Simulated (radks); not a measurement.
Values are calculated unless marked as measured or tabulated.
Problem. Ionisation of the arsenic ion As2+, [Ar] 3d10 4s2 4p1, to [Ar] 3d10 4s2 as the strength of local exchange is varied. Code: a radial shooting solver on a logarithmic mesh with Libxc functionals. Model: scalar-relativistic Kohn-Sham, Slater X-alpha exchange (alpha = 2/3 is LDA exchange), no correlation, spin-unpolarised, spherical densities, finite nucleus; Fermi nuclear charge, rms radius 4.0968 fm.

| alpha | E(As2+) (hartree) | exchange (hartree) | IE (eV) | -e of the level emptied (eV) | <r> of it (bohr) |
|---|---|---|---|---|---|
| 0.562 | -2241.78886 | -64.58448 | 25.524 | 20.509 (4p) | 2.207 |
| 0.628 | -2249.39342 | -72.40683 | 26.293 | 21.246 (4p) | 2.175 |
| 0.667 | -2253.89878 | -77.05251 | 26.753 | 21.688 (4p) | 2.157 |
| 0.683 | -2255.74965 | -78.96345 | 26.943 | 21.871 (4p) | 2.150 |
| 0.87 | -2277.49054 | -101.51373 | 29.214 | 24.061 (4p) | 2.069 |
| 0.921 | -2283.45462 | -107.73283 | 29.849 | 24.677 (4p) | 2.048 |
| 1.017 | -2294.72146 | -119.51947 | 31.063 | 25.856 (4p) | 2.011 |
| ? | -2277.60734 | -101.63539 | 29.226 | 24.073 (4p) | 2.069 |

Which alpha was used in the last row?

Solution. alpha = 0.871. NIST Atomic Spectra Database: 28.35 eV (measured). The Delta-SCF value meets it near alpha = 0.80. Spin polarisation and multiplet splitting are left out, so open shells lie too high by an amount that depends on their filling.

Beside tabulated values, note that spin-unpolarised runs miss the spin-polarisation part of the exchange energy of open shells.
